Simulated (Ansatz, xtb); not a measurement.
# Relative energy of two isomers of C4H7BSSi

Structure I: `B[Si]1(S)C=CC=C1`, a singlet. Structure II: `BC1=C[Si@@H](S)C=C1`, a singlet. Both are isolated molecules in the gas phase, relaxed with r2SCAN-D4/def2-SVP; the shapes shown needn't be the lowest conformers.

I (Å):

```xyz
14

C     0.8173    0.7535    0.4163
C    -0.2175    0.8529    1.2930
C    -1.4085    0.0254    1.0242
C    -1.3739   -0.7641   -0.0812
B    -0.0023    0.8266   -2.5371
S     1.4804   -2.0735   -1.4736
Si    0.2392   -0.3882   -0.9624
H     0.7168    0.8025   -3.5076
H    -0.8667    1.6679   -2.4790
H     1.4102   -2.6451   -0.2492
H     1.7373    1.3342    0.5212
H    -0.1987    1.5043    2.1765
H    -2.2667    0.0738    1.7067
H    -2.2128   -1.3994   -0.3768
```

II (Å):

```
atom    x (Å)    y (Å)    z (Å)
   C  -0.8538   0.0031  -1.1571
   C  -1.1717   0.0128   0.1772
   C   1.4309   0.4712  -0.4077
   C   0.5909   0.2620  -1.4490
   B  -1.9215  -0.2675  -2.2481
   S   0.7812  -1.2778   2.4749
  Si   0.3985   0.3765   1.1470
   H  -1.6243  -0.2834  -3.4204
   H  -3.0663  -0.4647  -1.9174
   H  -2.1952  -0.1684   0.5191
   H   0.3640   1.6556   1.9196
   H   1.8905  -0.7242   3.0172
   H   2.4982   0.6622  -0.5477
   H   0.9201   0.2696  -2.4963
```

Q: Estimate which is lower in electronic energy at CCSD(T)/def2-SVP + ΔMP2/def2-TZVPP, and by roughly how much.

A: The CCSD(T)/def2-SVP + ΔMP2/def2-TZVPP calculation puts structure II lower, by 36.0 kJ/mol.

How the difference moves with the method:

```tsv
level	geometry	E(II) − E(I) (kJ/mol)	departure from the last row (kJ/mol)	job, with rough time for the two
GFN2-xTB	GFN2-xTB	−42.1	−6.2	optimisation, 0.36 s
HF/STO-3G	GFN2-xTB	−45.9	−9.9	single point, 1 s
r2SCAN-D4/def2-SVP//GFN2-xTB	GFN2-xTB	−42.5	−6.5	single point, 6.6 s
r2SCAN-D4/def2-SVP	r2SCAN-D4/def2-SVP	−32.1	+3.9	optimisation, 2.2 min
HF/def2-SVP	r2SCAN-D4/def2-SVP	−46.9	−10.9	part of the CCSD(T) run
MP2/def2-SVP	r2SCAN-D4/def2-SVP	−42.0	−6.0	part of the CCSD(T) run
CCSD(T)/def2-SVP	r2SCAN-D4/def2-SVP	−39.6	−3.6	single point
CCSD(T)/def2-SVP + ΔMP2/def2-TZVPP	r2SCAN-D4/def2-SVP	−36.0		single point, 1.8 min
```

As drawn, II has 1 C–B, 1 Si–H in place of 1 B–Si, 1 C–H.

None of the levels shown reverses the order. The largest departure from CCSD(T)/def2-SVP + ΔMP2/def2-TZVPP is that of HF/def2-SVP, 10.9 kJ/mol. The last row adds to CCSD(T) the change of the MP2 difference between the two basis sets, here +3.6 kJ/mol.

With thermal terms from frequencies at re-optimised GFN2-xTB minima (ideal gas, soft modes damped towards free rotors, one conformer each, 298.15 K, 1 atm): the zero-point term adds −5.3 kJ/mol; ΔH is −41.9 and ΔG −40.4 kJ/mol.

The correlated steps freeze 15 core orbitals. Mirror images aren't counted in ΔG. Run with Ansatz 0.2.0, xtb 6.7.1; the last row on 2 threads of Intel(R) Xeon(R) Platinum 8259CL CPU @ 2.50GHz (Skylake/Cascade Lake) on a shared host.
